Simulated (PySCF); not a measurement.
Radial density of S(3+) (sulfur, charge +3)

UHF, [Ne] 3s2 3p1, 2P determinant. Calculation: PySCF 2.14, in aug-cc-pV(T+d)Z; the non-relativistic Hamiltonian (point nucleus).

| r (bohr) | 4πr²ρ (e/bohr) | 4πr²(ρα − ρβ) |
| --- | --- | --- |
| 0.00210 | 0.1379 | 0.0000 |
| 0.00352 | 0.3730 | 0.0000 |
| 0.00593 | 0.9768 | 0.0000 |
| 0.00997 | 2.430 | 0.0001 |
| 0.0168 | 5.533 | 0.0003 |
| 0.0282 | 10.89 | 0.0010 |
| 0.0474 | 16.81 | 0.0047 |
| 0.0798 | 17.77 | 0.0212 |
| 0.134 | 12.74 | 0.0749 |
| 0.226 | 13.97 | 0.1554 |
| 0.380 | 17.32 | 0.1041 |
| 0.639 | 7.479 | 0.0127 |
| 1.07 | 2.433 | 0.5114 |
| 1.81 | 1.697 | 0.5819 |
| 3.04 | 0.1501 | 0.0720 |
| 5.11 | 0.0005535 | 0.0003 |
